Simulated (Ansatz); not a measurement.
Calculated with Ansatz (gas phase, PBE0-D4/def2-TZVP geometries, no zero-point term in ΔE). CBS: MP2 limit from def2 TZ/QZ plus the TZ coupled-cluster correction, frozen cores. This one scheme is used for every species. DFT in def2-TZVPP. B3LYP here is the variant with VWN-RPA as its local correlation; programs differ in this. Elements past krypton have def2 core potentials. For In outer-core shells are correlated without core-valence functions, which leaves a few kJ/mol of doubt a bond. One conformer a species, not always the lowest.

Reaction (ligand exchange at the In–S bond): `[CH3][In]([CH3])[SH]` + `O[SiH3]` → `[CH3][In]([CH3])[O][SiH3]` + H₂S

```
             level  ΔE (kJ/mol)  difference from CCSD(T)/CBS
        r2SCANh-D4         36.8                          6.5
          BHLYP-D4         33.7                          3.4
      CAM-B3LYP-D4         28.9                         -1.4
           ωB97X-V         31.8                          1.5
            B2PLYP         32.5                          2.2
          PBE-QIDH         40.1                          9.8
              BLYP         32.0                          1.7
             B3LYP         34.9                          4.6
         CAM-B3LYP         30.9                          0.6
RPA@PBE/def2-TZVPP         25.3                         -5.0
       HF/def2-SVP         33.4                          3.1
      MP2/def2-SVP         22.9                         -7.4
     HF/def2-QZVPP         34.8                          4.5
      HF/CBS(def2)         34.5                          4.2
     MP2/CBS(def2)         33.6                          3.3
    CCSD/CBS(def2)         30.7                          0.4
       CCSD(T)/CBS         30.3                            0
```

Largest T1 diagnostic among the species: 0.013.

The D4 term adds −3.1 kJ/mol with B3LYP and −1.9 kJ/mol with PBE0; it sums over pairs of atoms, weighted by their polarisabilities, and B3LYP, whose exchange is more repulsive, gets the larger term. At CCSD(T), def2-SVP lies −8.1 kJ/mol from the extrapolated value and def2-TZVPP +0.4 kJ/mol. From r2SCAN to r2SCAN0 (25 % exact exchange), in def2-TZVPP and without D4, ΔE moves by +4.4 kJ/mol.

CCSD(T)/CBS has its own doubt, a few kJ/mol and more with outer-core shells, so smaller differences from it don't rank the levels.
